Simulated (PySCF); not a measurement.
PySCF job for AlBr₂, SMILES [Al]([Br])[Br], multiplicity 2, B3LYP-D3(BJ)/def2-TZVP. Coordinates come from a B3LYP-D3(BJ)/def2-TZVP optimisation. The multiplicity is an assumed one; other spin states were not compared. The isomer is the one that the SMILES or the coordinates give; other isomers of the formula were not compared.

```python
import numpy as np
from pyscf import gto, scf, dft, df
from pyscf.hessian import thermo

mol = gto.M(
    atom='''
    Al    0.00000000    0.00000000    0.97207888
    Br    0.00000000   -1.96976766   -0.18052894
    Br    0.00000000    1.96976766   -0.18052894
    ''',
    basis='def2-TZVP',
    charge=0,
    spin=1,
    max_memory=1600,
    verbose=3,
)
mf = dft.UKS(mol, xc='b3lyp').density_fit(auxbasis='def2-universal-jkfit')
mf.disp = 'd3bj'
mf.grids.level = 3
mf.conv_tol = 1e-11
mf.max_cycle = 100
mf.kernel()
fine, coarse = mf.grids, dft.Grids(mol).set(level=1).build(with_non0tab=True)
for _ in range(3):  # follow internal instabilities
    mf.grids = coarse
    mo, _, stable, _ = mf.stability(return_status=True, nroots=4)
    mf.grids = fine
    if stable:
        break
    mf.kernel(mf.make_rdm1(mo, mf.mo_occ))

# analytic Hessian; the response equations are solved on a coarser grid
h, args, fine = mf.Hessian(), (mf.mo_energy, mf.mo_coeff, mf.mo_occ), mf.grids
h.max_memory = max(150, 2.5e-5 * df.make_auxmol(mol, mf.with_df.auxbasis).nao * mol.nelec[0] * (mol.nelec[0] + mol.nao))  # MB; small integral blocks
h1ao = h.make_h1(mf.mo_coeff, mf.mo_occ)
mf.grids = dft.Grids(mol).set(level=1).build(with_non0tab=True)
mo1, mo_e1 = h.solve_mo1(*args, h1ao)
mf.grids = fine
hess = h.hess_elec(*args, mo1, mo_e1, h1ao) + h.hess_nuc()
if mf.do_disp():
    hess += h.get_dispersion()
for i in range(mol.natm):  # the analytic DFT Hessian lacks the response of the grid: restore translational invariance
    hess[i, i] -= hess[i].sum(axis=0)
hess = (hess + hess.transpose(1, 0, 3, 2)) / 2
vib = thermo.harmonic_analysis(mol, hess, imaginary_freq=False)
thermo.dump_normal_mode(mol, vib)
th = thermo.thermo(mf, vib['freq_au'][vib['freq_au'] > 0], 298.15, 101325)
thermo.dump_thermo(mol, th)
g0 = mf.nuc_grad_method().set(verbose=0).kernel()

# dipole derivatives [dipole axis, atom, xyz] from the same response
r, irp = mol.intor('int1e_r'), mol.intor('int1e_irp').reshape(3, 3, mol.nao, mol.nao)
sl, dm0, ok = mol.aoslice_by_atom(), np.array(mf.make_rdm1()), []
dmu = np.einsum('a,xt->xat', mol.atom_charges(), np.eye(3))
for a, (_, _, p0, p1) in enumerate(sl):
    dmu[:, a] += 2 * np.einsum('xtij,ij->xt', irp[:, :, :, p0:p1], dm0.reshape(-1, mol.nao, mol.nao).sum(0)[:, p0:p1])
    for u, c, occ, f in zip(mo1, mf.mo_coeff, mf.mo_occ, (2, 2)):
        dmu[:, a] -= f * np.einsum('tui,xuv,vi->xt', u[a], r, c[:, occ > 0], optimize=True)
L = vib['norm_mode']
ir = 974.8801 * (np.einsum('xat,kat->kx', dmu, L) ** 2).sum(1)       # km/mol
apt = np.einsum('xax->a', dmu) / 3
print('mode   freq/cm-1   IR/(km/mol)')
for k, w in enumerate(vib['freq_wavenumber']):
    print(f'{k + 1:4d} {w:11.2f} {ir[k]:13.3f}')
print('max |gradient| / (hartree/bohr):', abs(g0).max())
print('APT charges:', apt.round(4))
```

Program output:

```

WARN: HOMO -0.175387225623126 >= LUMO -0.175387225623121

converged SCF energy = -5390.9304512547  <S^2> = 0.75209925  2S+1 = 2.0020982
<class 'pyscf.df.df_jk.DFUKS'> wavefunction is stable in the internal stability analysis

WARN: DFTD3 does not support analytical Hessian, using finite difference


WARN: Mole.unit (angstrom) is changed to Bohr

Mode                                 0                   1                   2
Irrep
Freq [cm^-1]                       93.4121            330.2969            446.8847
Reduced mass [au]                  58.1629             34.6759             30.7439
Force const [Dyne/A]                0.2990              2.2289              3.6174
Char temp [K]                     134.3993            475.2237            642.9676
Normal mode                   x     y     z       x     y     z       x     y     z
       0  Al                -0.00  0.00  0.08    0.00 -0.00  0.16   -0.00 -0.17 -0.00
       1  Br                 0.00  0.07 -0.01   -0.00 -0.04 -0.03    0.00  0.03  0.02
       2  Br                -0.00 -0.07 -0.01   -0.00  0.04 -0.03    0.00  0.03 -0.02
temperature 298.1500 [K]
pressure 101325.00 [Pa]
Rotational constants [GHz] 16.47940 0.81506 0.77665
Symmetry number 2
Zero-point energy (ZPE) 0.00198 [Eh]   5207.307 [J/mol]
                           tot       elec      trans        rot        vib
Entropy [J/mol/K]       314.031      5.763    173.973    110.651     23.645
Cv [J/mol/K]             45.598      0.000     12.472     12.472     20.655
Cp [J/mol/K]             53.913      0.000     20.786     12.472     20.655
Internal energy [J/mol]                      3718.434   3718.434   8876.211
Internal energy [Eh]   -5390.92424  -5390.93045
Enthalpy [J/mol]                             6197.391   3718.434   8876.211
Enthalpy [Eh]          -5390.92329
Gibbs free energy [J/mol]                  -45672.523 -29272.154   1826.578
Gibbs free energy [Eh] -5390.95895
mode   freq/cm-1   IR/(km/mol)
   1       93.41         1.830
   2      330.30        29.202
   3      446.88       137.212
max |gradient| / (hartree/bohr): 8.804158723300286e-05
APT charges: [ 0.9553 -0.4776 -0.4776]
```

The run converged.
